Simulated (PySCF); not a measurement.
**Dipole moment and polarisability of `N#C[Si]1(N)CNC1`**

Compound: C₃H₇N₃Si.
Cartesian coordinates in Å at the GFN2-xTB level; atoms count from 1:
```
atom  x, y, z in Å
N1     2.3784   -1.4626    2.0010
C2     1.6705   -0.8785    1.3157
Si3    0.5845    0.1500    0.1856
N4     1.3077    1.6197   -0.3480
C5    -0.3829   -0.8635   -1.1118
N6    -1.5517   -0.8586   -0.2254
C7    -1.2488    0.2259    0.7151
H8     1.4666    2.3516    0.3271
H9     2.0891    1.5688   -0.9831
H10   -0.0747   -1.8842   -1.3423
H11   -0.5338   -0.3318   -2.0580
H12   -2.4387   -0.7630   -0.7041
H13   -1.7344    1.1784    0.4751
H14   -1.5325   -0.0527    1.7309
```

Level: CAM-B3LYP/def2-SVPD (PySCF), static field, nuclei fixed, core orbitals frozen in the response. The polarisability tensor in these axes (au):

```
x   83.29 -1.73  8.35
y   -1.73 72.90 -3.82
z    8.35 -3.82 74.14
```

Task: Give the principal values, the mean and the anisotropy Δα = √{½[(α1 − α2)² + (α2 − α3)² + (α1 − α3)²]}.

Result: Principal values 67.89, 73.46 and 88.98 au; mean 76.78 au = 11.38 Å³ = 12.66 × 10⁻⁴⁰ C²·m²/J; Δα = 18.93 au (25 % of the mean).

Task: What is the dipole moment, and where does it point?

Result: (-1.15, 3.46, -2.62) D, 4.49 D in size, pointing from the negative to the positive side. Measured along this direction, the outermost atoms are N1 at the negative end and H9 and H8 at the positive end.

Task: How large is μ²/3kT at 298 K beside α?

Result: In Gaussian units μ²/3kT = 163.47 Å³ against 11.38 Å³, a ratio of 14.37; the Debye molar polarisation (4π/3)N_A(α + μ²/3kT) is 441.1 cm³/mol, leaving out the vibrational part.

Task: Directions of the eigenvectors, and the extent of the frame along each?

Result: Largest value along (0.83, -0.21, 0.52), where the nuclei span 5.54 Å; middle along (0.42, 0.85, -0.31), 3.96 Å; least along (-0.38, 0.48, 0.79), 3.86 Å. 

Task: Find the Langevin capture rate constant for NH4+ (18.034 u) meeting this molecule (113.041 u), k = 2.342 × 10⁻⁹ cm³/s × √(α in Å³ / reduced mass in u).

Result: The reduced mass is 15.55 u, so k = 2.00 × 10⁻⁹ cm³/s. The formula leaves out the permanent dipole, which adds to the capture rate.

Task: Refractivity n − 1 of an ideal gas of it at 273.15 K and 1 atm, from the electronic α?

Result: N = p/kT = 2.6868 × 10¹⁹ cm⁻³, so n − 1 = 2π × N × 11.38 × 10⁻²⁴ cm³ = 1921 × 10⁻⁶ at long wavelengths.

One conformer (not necessarily the lowest) at the GFN2-xTB geometry, without solvent, vibrations or thermal averaging.
